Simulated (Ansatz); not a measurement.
The same molecule with X = S, Se, Te. Ansatz, PBE0-D4/def2-TZVP geometries, multiplicity 1.

Elements past krypton have def2 core potentials. Outer-core shells of Se, Sn, Te are correlated without core-valence functions. Scalar relativity is left out up to krypton. Spin–orbit coupling is left out.

| X | molecule | vertical ionisation energy (CCSD(T)/def2-TZVPP) / eV | mean X–Sn bond length / Å | HOMO–LUMO gap (B3LYP/def2-TZVPP) / eV | size of the dipole moment (PBE/def2-TZVPP) / D | LUMO energy (PBE/def2-TZVPP) / eV |
| --- | --- | --- | --- | --- | --- | --- |
| Se | `[Se][Sn]` | 9.13 | 2.325 | 4.12 | 2.79 | -3.18 |
| Te | `[Sn][Te]` | 8.65 | 2.518 | 3.66 | 2.20 | -3.23 |

(1) Give the row for X = S, `[S][Sn]`. (Estimate.)

Results:

(1) Computed: 
| X | molecule | vertical ionisation energy (CCSD(T)/def2-TZVPP) / eV | mean X–Sn bond length / Å | HOMO–LUMO gap (B3LYP/def2-TZVPP) / eV | size of the dipole moment (PBE/def2-TZVPP) / D | LUMO energy (PBE/def2-TZVPP) / eV |
| --- | --- | --- | --- | --- | --- | --- |
| S | `[S][Sn]` | 9.41 | 2.203 | 4.43 | 3.08 | -3.13 |

From S to Te the vertical ionisation energy (CCSD(T)/def2-TZVPP) falls at each step, by 0.76 eV in all; the mean X–Sn bond length rises at each step, by 0.315 Å in all; the HOMO–LUMO gap (B3LYP/def2-TZVPP) falls at each step, by 0.77 eV in all; the LUMO energy (PBE/def2-TZVPP) falls at each step, by 0.10 eV in all. Bonds lengthen as the atom grows down the group. Dipoles are sizes alone, and their direction can turn along the series.

B3LYP here is the variant with VWN-RPA as its local correlation; programs differ in this.
